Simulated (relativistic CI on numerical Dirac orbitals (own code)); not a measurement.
# Calculated levels, Dy⁶⁴⁺

These numbers are calculated, not measured: Dirac-Coulomb-Breit CI, separate exchange-only KLI orbitals for each configuration, a model potential for QED, unscaled Slater integrals (own radial code, finite nucleus).

Configurations in the expansion: 1s², 1s2s, 1s2p, 1s3s, 1s3p, 1s3d, 1s4s, 1s4p, 1s4d, 1s4f, 1s5s, 1s5p, 1s5d, 1s5f, 1s5g, 1s6s, 1s6p, 1s6d, 2s². Levels of other configurations are missing.

| No. | Configuration | Term | J | E (Ry) | % | Lifetime (s) |
| --- | --- | --- | --- | --- | --- | --- |
| 1 | 1s² | ¹S | 0 | 0.00 | 100 |  |
| 2 | 1s2s | ³S | 1 | 3386.64 | 100 | 3.20e-13 |
| 3 | 1s2p | ³P° | 1 | 3393.96 | 68 | 1.35e-16 |
| 4 | 1s2s | ¹S | 0 | 3395.57 | 100 |  |
| 5 | 1s2p | ³P° | 0 | 3395.60 | 100 |  |
| 6 | 1s2p | ³P° | 2 | 3463.19 | 100 | 6.42e-14 |
| 7 | 1s2p | ¹P° | 1 | 3466.43 | 68 | 6.84e-17 |
| 8 | 1s3s | ³S | 1 | 4035.43 | 100 | 5.44e-15 |
| 9 | 1s3p | ³P° | 1 | 4037.40 | 68 | 4.28e-16 |
| 10 | 1s3s | ¹S | 0 | 4037.81 | 100 | 5.61e-15 |
| 11 | 1s3p | ³P° | 0 | 4037.83 | 100 | 2.12e-15 |
| 12 | 1s3p | ³P° | 2 | 4058.00 | 100 | 2.71e-15 |
| 13 | 1s3d | ³D | 2 | 4058.69 | 60 | 7.76e-16 |
| 14 | 1s3d | ³D | 1 | 4058.91 | 100 | 7.97e-16 |
| 15 | 1s3p | ¹P° | 1 | 4058.95 | 68 | 2.24e-16 |
| 16 | 1s3d | ³D | 3 | 4064.82 | 100 | 8.67e-16 |
| 17 | 1s3d | ¹D | 2 | 4064.99 | 60 | 8.39e-16 |
| 18 | 1s4s | ³S | 1 | 4258.69 | 100 | 8.13e-15 |
| 19 | 1s4p | ³P° | 1 | 4259.49 | 68 | 9.93e-16 |
| 20 | 1s4s | ¹S | 0 | 4259.66 | 100 | 8.20e-15 |
| 21 | 1s4p | ³P° | 0 | 4259.66 | 100 | 3.66e-15 |
| 22 | 1s4p | ³P° | 2 | 4268.13 | 100 | 4.50e-15 |
| 23 | 1s4d | ³D | 2 | 4268.42 | 60 | 1.77e-15 |
| 24 | 1s4d | ³D | 1 | 4268.51 | 100 | 1.83e-15 |
| 25 | 1s4p | ¹P° | 1 | 4268.53 | 68 | 5.26e-16 |
| 26 | 1s4d | ³D | 3 | 4271.02 | 100 | 2.01e-15 |
| 27 | 1s4f | ³F° | 3 | 4271.04 | 57 | 3.88e-15 |
| 28 | 1s4f | ³F° | 2 | 4271.08 | 100 | 3.89e-15 |
| 29 | 1s4d | ¹D | 2 | 4271.09 | 60 | 1.92e-15 |
| 30 | 1s4f | ³F° | 4 | 4272.30 | 100 | 3.99e-15 |
| 31 | 1s4f | ¹F° | 3 | 4272.34 | 57 | 4.00e-15 |
| 32 | 1s5s | ³S | 1 | 4360.60 | 100 | 1.30e-14 |
| 33 | 1s5p | ³P° | 1 | 4361.00 | 68 | 1.91e-15 |
| 34 | 1s5s | ¹S | 0 | 4361.09 | 100 | 1.28e-14 |
| 35 | 1s5p | ³P° | 0 | 4361.09 | 100 | 6.27e-15 |
| 36 | 1s5p | ³P° | 2 | 4365.40 | 100 | 7.58e-15 |
| 37 | 1s5d | ³D | 2 | 4365.55 | 60 | 3.38e-15 |
| 38 | 1s5d | ³D | 1 | 4365.60 | 100 | 3.50e-15 |
| 39 | 1s5p | ¹P° | 1 | 4365.61 | 68 | 1.02e-15 |
| 40 | 1s5d | ³D | 3 | 4366.88 | 100 | 3.87e-15 |
| 41 | 1s5f | ³F° | 3 | 4366.89 | 57 | 7.44e-15 |
| 42 | 1s5f | ³F° | 2 | 4366.91 | 100 | 7.44e-15 |
| 43 | 1s5d | ¹D | 2 | 4366.92 | 60 | 3.67e-15 |
| 44 | 1s5f | ³F° | 4 | 4367.54 | 100 | 7.66e-15 |
| 45 | 1s5g | ³G | 4 | 4367.54 | 55 | 1.29e-14 |

Energies count from the lowest computed level; ° marks odd parity; lifetimes are radiative, by E1, M1, E2, M2 decay to levels of this space only; some are left blank where a channel outside the calculation adds to the decay or the decay crosses a small, uncertain gap.

The mean weight of the leading LS term, summed over parents, in these 45 levels is 85 %, and that of the leading jj configuration (from the same eigenvectors) 100 %, so jj coupling describes them better and the LS labels are nominal.

At this charge energies of transitions that change n are usually good to better than 1 %, and those within a shell (Δn = 0) to a few per cent.

LS names give the leading component of a level, which can be under half, so a name can repeat, a term be missing and a line seem to break the LS rules.
